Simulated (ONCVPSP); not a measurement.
**How hard is this Au ONCV potential?**

gold, optimised norm-conserving Vanderbilt (ONCV), made with ONCVPSP 4.0.1 (PBEsol, scalar-relativistic). Core [Kr] 4d10 4f14, reference 5s2 5p6 5d10 (charge +1). Waves: 5s: rc 1.60 bohr, ncon 4, nbas 8, qcut 6.8 1/bohr, 2 projectors, debl 3.9 Ha; 5p: rc 1.25 bohr, ncon 4, nbas 8, qcut 7.2 1/bohr, 2 projectors, debl 2.3 Ha; 5d: rc 1.95 bohr, ncon 4, nbas 9, qcut 9.3 1/bohr, 2 projectors, debl 2.9 Ha. Local part: polynomial inside 1.20 bohr (lpopt 4, dvloc0 1 Ha). Core correction: Teter function, fcfact 1.75, rcfact 1.2.

In the s channel the program set the typed energies aside and used -4.298, 0.050 Ha. In the p channel the program set the typed energies aside and used -2.513, 0.250 Ha.

**Question.** For each optimised wave give the share of its norm inside rc, the residual kinetic energy above qcut (Ha) and the cutoffs (Ha) for errors of 10, 1, 0.1 and 0.01 mHa per electron.

**Answer.**

```tsv
wave	norm inside rc	residual KE	10 mHa	1 mHa	0.1 mHa	0.01 mHa
5s	0.973	6.1e-05	12.9	18.2	22.5	64.5
s projector 2	0.041	6.0e-05	5.7	16.7	22.1	55.4
5p	0.724	3.5e-03	20.6	70.5	128.9	170.8
p projector 2	0.071	1.3e-03	11.1	27.1	59.2	123.7
5d	0.765	2.1e-09	16.8	22.3	27.1	31.3
d projector 2	0.138	1.1e-09	16.8	22.0	26.7	31.2
```

The occupied waves need 70 Ha and 129 Ha for 1 and 0.1 mHa.
